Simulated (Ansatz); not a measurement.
Born–Oppenheimer molecular dynamics of a periodic cell of 17 atoms, InAg16 (surface Ag(110), adsorbate In). It goes on from the last frame of an earlier run, with new velocities.

Theory: Ansatz, DFT PBE-D3(BJ), scalar-relativistic, plane waves, PAW. Settings: PAW set soft_1, cutoff 420 eV, k mesh 2x3x1, fermi-dirac smearing 0.05 eV, no spin polarisation.

* ensemble: NVT, Langevin thermostat
* time step: 4.5 fs
* steps asked: 150
* set temperature: 450 K
* friction: 0.02 /fs
* atoms held: 1 to 4
* seed: 272739

Frames 4.5 fs apart, positions in Å.

Velocities at 270 fs (Å/ps):

```
Ag 0.00 0.00 0.00
Ag 0.00 0.00 0.00
Ag 0.00 0.00 0.00
Ag 0.00 0.00 0.00
Ag 1.83 -0.49 1.02
Ag 1.15 -0.32 -2.06
Ag 0.39 2.09 -1.43
Ag -2.16 -2.86 -3.56
Ag 0.89 1.46 2.71
Ag 4.05 0.70 -0.78
Ag 1.33 2.85 -0.68
Ag -1.50 4.15 2.57
Ag -2.83 -1.71 3.07
Ag -1.52 2.26 0.66
Ag 3.23 2.95 -0.86
Ag 1.51 1.48 0.27
In 1.04 -0.10 0.33
```

```xyz
17
Lattice="8.1800 0.0000 0.0000 0.0000 5.7841 0.0000 0.0000 0.0000 15.3381" Properties=species:S:1:pos:R:3 time_fs=270 energy_less_start_eV=0.173 T=534
Ag 2.045 1.446 1.000
Ag 6.135 1.446 1.000
Ag 2.045 4.338 1.000
Ag 6.135 4.338 1.000
Ag 0.005 0.011 2.299
Ag 4.030 0.053 2.543
Ag -0.129 2.989 2.259
Ag 4.186 2.891 2.565
Ag 1.871 1.309 3.790
Ag 6.191 1.415 3.747
Ag 1.845 4.109 3.995
Ag 6.103 4.361 3.929
Ag 0.013 -0.180 5.399
Ag 3.847 -0.158 5.337
Ag -0.282 2.717 5.628
Ag 4.310 2.838 5.599
In 1.927 1.626 6.589
17
Lattice="8.1800 0.0000 0.0000 0.0000 5.7841 0.0000 0.0000 0.0000 15.3381" Properties=species:S:1:pos:R:3 time_fs=274.5 energy_less_start_eV=0.156 T=495
Ag 2.045 1.446 1.000
Ag 6.135 1.446 1.000
Ag 2.045 4.338 1.000
Ag 6.135 4.338 1.000
Ag 0.013 0.008 2.300
Ag 4.035 0.054 2.535
Ag -0.124 2.998 2.253
Ag 4.175 2.878 2.549
Ag 1.876 1.315 3.800
Ag 6.205 1.418 3.745
Ag 1.852 4.120 3.992
Ag 6.099 4.378 3.943
Ag 0.001 -0.190 5.413
Ag 3.842 -0.146 5.339
Ag -0.266 2.729 5.624
Ag 4.317 2.843 5.599
In 1.932 1.626 6.590
17
Lattice="8.1800 0.0000 0.0000 0.0000 5.7841 0.0000 0.0000 0.0000 15.3381" Properties=species:S:1:pos:R:3 time_fs=279 energy_less_start_eV=0.148 T=542
Ag 2.045 1.446 1.000
Ag 6.135 1.446 1.000
Ag 2.045 4.338 1.000
Ag 6.135 4.338 1.000
Ag 0.018 0.006 2.298
Ag 4.043 0.060 2.529
Ag -0.117 3.004 2.245
Ag 4.164 2.863 2.534
Ag 1.881 1.319 3.804
Ag 6.218 1.420 3.746
Ag 1.858 4.127 3.991
Ag 6.098 4.396 3.961
Ag -0.009 -0.202 5.428
Ag 3.838 -0.132 5.338
Ag -0.249 2.740 5.618
Ag 4.322 2.847 5.601
In 1.935 1.626 6.591
17
Lattice="8.1800 0.0000 0.0000 0.0000 5.7841 0.0000 0.0000 0.0000 15.3381" Properties=species:S:1:pos:R:3 time_fs=283.5 energy_less_start_eV=0.149 T=426
Ag 2.045 1.446 1.000
Ag 6.135 1.446 1.000
Ag 2.045 4.338 1.000
Ag 6.135 4.338 1.000
Ag 0.022 0.004 2.295
Ag 4.053 0.064 2.523
Ag -0.109 3.003 2.238
Ag 4.155 2.848 2.521
Ag 1.885 1.321 3.805
Ag 6.230 1.423 3.752
Ag 1.860 4.130 3.990
Ag 6.097 4.416 3.979
Ag -0.021 -0.212 5.441
Ag 3.834 -0.117 5.337
Ag -0.233 2.751 5.615
Ag 4.327 2.851 5.606
In 1.938 1.629 6.596
17
Lattice="8.1800 0.0000 0.0000 0.0000 5.7841 0.0000 0.0000 0.0000 15.3381" Properties=species:S:1:pos:R:3 time_fs=288 energy_less_start_eV=0.152 T=534
Ag 2.045 1.446 1.000
Ag 6.135 1.446 1.000
Ag 2.045 4.338 1.000
Ag 6.135 4.338 1.000
Ag 0.027 0.001 2.286
Ag 4.065 0.066 2.516
Ag -0.100 2.997 2.233
Ag 4.151 2.834 2.506
Ag 1.889 1.320 3.805
Ag 6.244 1.425 3.761
Ag 1.860 4.137 3.986
Ag 6.096 4.434 3.994
Ag -0.036 -0.219 5.449
Ag 3.830 -0.104 5.337
Ag -0.219 2.763 5.612
Ag 4.332 2.858 5.612
In 1.942 1.633 6.603
17
Lattice="8.1800 0.0000 0.0000 0.0000 5.7841 0.0000 0.0000 0.0000 15.3381" Properties=species:S:1:pos:R:3 time_fs=292.5 energy_less_start_eV=0.158 T=592
Ag 2.045 1.446 1.000
Ag 6.135 1.446 1.000
Ag 2.045 4.338 1.000
Ag 6.135 4.338 1.000
Ag 0.032 -0.001 2.272
Ag 4.077 0.067 2.511
Ag -0.091 2.988 2.229
Ag 4.145 2.822 2.489
Ag 1.889 1.319 3.803
Ag 6.262 1.423 3.771
Ag 1.857 4.146 3.981
Ag 6.096 4.455 4.010
Ag -0.050 -0.220 5.457
Ag 3.827 -0.090 5.335
Ag -0.211 2.773 5.602
Ag 4.339 2.866 5.616
In 1.941 1.640 6.609
17
Lattice="8.1800 0.0000 0.0000 0.0000 5.7841 0.0000 0.0000 0.0000 15.3381" Properties=species:S:1:pos:R:3 time_fs=297 energy_less_start_eV=0.168 T=455
Ag 2.045 1.446 1.000
Ag 6.135 1.446 1.000
Ag 2.045 4.338 1.000
Ag 6.135 4.338 1.000
Ag 0.042 -0.002 2.258
Ag 4.086 0.067 2.506
Ag -0.087 2.979 2.227
Ag 4.137 2.812 2.476
Ag 1.885 1.318 3.802
Ag 6.280 1.419 3.779
Ag 1.851 4.157 3.976
Ag 6.097 4.475 4.025
Ag -0.064 -0.218 5.466
Ag 3.827 -0.075 5.336
Ag -0.206 2.785 5.587
Ag 4.349 2.873 5.618
In 1.940 1.645 6.612
17
Lattice="8.1800 0.0000 0.0000 0.0000 5.7841 0.0000 0.0000 0.0000 15.3381" Properties=species:S:1:pos:R:3 time_fs=301.5 energy_less_start_eV=0.174 T=417
Ag 2.045 1.446 1.000
Ag 6.135 1.446 1.000
Ag 2.045 4.338 1.000
Ag 6.135 4.338 1.000
Ag 0.053 -0.002 2.248
Ag 4.096 0.065 2.500
Ag -0.085 2.973 2.227
Ag 4.125 2.808 2.465
Ag 1.879 1.315 3.805
Ag 6.296 1.413 3.788
Ag 1.846 4.167 3.972
Ag 6.096 4.489 4.039
Ag -0.076 -0.216 5.472
Ag 3.827 -0.060 5.341
Ag -0.204 2.798 5.572
Ag 4.359 2.874 5.618
In 1.942 1.647 6.614
17
Lattice="8.1800 0.0000 0.0000 0.0000 5.7841 0.0000 0.0000 0.0000 15.3381" Properties=species:S:1:pos:R:3 time_fs=306 energy_less_start_eV=0.175 T=402
Ag 2.045 1.446 1.000
Ag 6.135 1.446 1.000
Ag 2.045 4.338 1.000
Ag 6.135 4.338 1.000
Ag 0.060 -0.004 2.238
Ag 4.107 0.060 2.494
Ag -0.084 2.969 2.226
Ag 4.113 2.806 2.452
Ag 1.875 1.311 3.809
Ag 6.310 1.409 3.797
Ag 1.839 4.174 3.971
Ag 6.093 4.500 4.049
Ag -0.086 -0.210 5.480
Ag 3.827 -0.046 5.347
Ag -0.207 2.809 5.556
Ag 4.371 2.873 5.617
In 1.949 1.647 6.614
17
Lattice="8.1800 0.0000 0.0000 0.0000 5.7841 0.0000 0.0000 0.0000 15.3381" Properties=species:S:1:pos:R:3 time_fs=310.5 energy_less_start_eV=0.177 T=313
Ag 2.045 1.446 1.000
Ag 6.135 1.446 1.000
Ag 2.045 4.338 1.000
Ag 6.135 4.338 1.000
Ag 0.064 -0.006 2.226
Ag 4.118 0.053 2.487
Ag -0.082 2.966 2.223
Ag 4.103 2.803 2.440
Ag 1.869 1.311 3.814
Ag 6.324 1.407 3.806
Ag 1.834 4.181 3.972
Ag 6.089 4.510 4.057
Ag -0.093 -0.201 5.487
Ag 3.827 -0.034 5.352
Ag -0.208 2.817 5.539
Ag 4.380 2.872 5.617
In 1.956 1.646 6.617
17
Lattice="8.1800 0.0000 0.0000 0.0000 5.7841 0.0000 0.0000 0.0000 15.3381" Properties=species:S:1:pos:R:3 time_fs=315 energy_less_start_eV=0.177 T=331
Ag 2.045 1.446 1.000
Ag 6.135 1.446 1.000
Ag 2.045 4.338 1.000
Ag 6.135 4.338 1.000
Ag 0.067 -0.010 2.212
Ag 4.127 0.045 2.483
Ag -0.079 2.962 2.218
Ag 4.097 2.799 2.430
Ag 1.860 1.316 3.821
Ag 6.336 1.408 3.816
Ag 1.829 4.189 3.974
Ag 6.084 4.517 4.066
Ag -0.097 -0.193 5.497
Ag 3.825 -0.025 5.355
Ag -0.210 2.824 5.522
Ag 4.385 2.867 5.615
In 1.960 1.648 6.618
17
Lattice="8.1800 0.0000 0.0000 0.0000 5.7841 0.0000 0.0000 0.0000 15.3381" Properties=species:S:1:pos:R:3 time_fs=319.5 energy_less_start_eV=0.173 T=354
Ag 2.045 1.446 1.000
Ag 6.135 1.446 1.000
Ag 2.045 4.338 1.000
Ag 6.135 4.338 1.000
Ag 0.067 -0.012 2.198
Ag 4.136 0.037 2.481
Ag -0.077 2.957 2.212
Ag 4.092 2.802 2.426
Ag 1.851 1.323 3.830
Ag 6.347 1.412 3.825
Ag 1.823 4.197 3.976
Ag 6.081 4.519 4.076
Ag -0.102 -0.181 5.508
Ag 3.821 -0.014 5.358
Ag -0.215 2.831 5.507
Ag 4.388 2.861 5.611
In 1.961 1.648 6.620
```

Of the whole run (675 fs, mean temperature of the second half 390 K): The mean temperature of the second half is 13 % below the set value. A run of 0.68 ps of so small a system gives no equilibrium averages. Limits of this set-up: coarse k mesh, thin slab, slab without dipole correction, a typed lattice constant that wasn't relaxed here.

Time of the run: 41 min on 4 threads of Arm Neoverse V1, with other jobs on the host, peak memory 2.4 GiB.
